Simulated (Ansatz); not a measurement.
Geometry optimisation, RKS B3LYP-D4/6-31G in Ansatz 0.2.0.

Input file:

```yaml
crystal:
  periodic: [false, false, false]
  atoms:
    - { symbol: O, position_ang: [-1.25688, 0.73535, -1.62592] }
    - { symbol: Si, position_ang: [-0.92599, 0.27543, -0.1003] }
    - { symbol: C, position_ang: [0.38534, -1.00624, 0.30308] }
    - { symbol: C, position_ang: [0.78316, 0.45432, 0.65573] }
    - { symbol: H, position_ang: [-0.58997, 0.72637, -2.30782] }
    - { symbol: H, position_ang: [-2.17198, 0.44481, 0.60091] }
    - { symbol: H, position_ang: [0.97499, -1.4749, -0.47504] }
    - { symbol: H, position_ang: [0.27901, -1.6687, 1.15009] }
    - { symbol: H, position_ang: [0.91116, 0.65189, 1.71034] }
    - { symbol: H, position_ang: [1.61118, 0.86168, 0.08893] }
basis:
  gaussian: { orbitals: "6-31G" }
hamiltonian:
  xc: b3lyp
  dispersion: d4
relax:
  f_tol: 0.02
  max_steps: 40
scf:
  lower_state_search: "off"
```

Run as:

```bash
$ ansatz run input.yaml --threads 1 --pin off --max-ram 2048MiB --backend cpu --events-out ev --progress --plain --runs-dir out
```

Problem. Where does it end, and by what steps?

Solution. The run converged. Limits of this set-up: no polarisation functions. After 5 steps the energy has fallen by 0.226 eV; H5 moved furthest, 0.16 Å.

```csv
step,energy less start (eV),largest force component (eV/Å),accepted
0,0.0000,2.492,yes
1,-0.1758,1.359,yes
2,-0.2235,0.192,yes
3,-0.2260,0.080,yes
4,-0.2263,0.056,yes
5,-0.2264,0.017,yes
```

```xyz
10
Properties=species:S:1:pos:R:3
O -1.287 0.765 -1.708
Si -0.892 0.268 -0.104
C 0.409 -1.031 0.328
C 0.813 0.452 0.687
H -0.653 0.772 -2.442
H -2.143 0.419 0.680
H 0.995 -1.502 -0.460
H 0.230 -1.708 1.161
H 0.886 0.699 1.744
H 1.640 0.867 0.114
```

Whether the end is a true minimum wasn't checked by a vibrational analysis.

Run time: 13 s on 1 thread of Arm Neoverse V1 (shared host), peak memory 0.12 GiB.
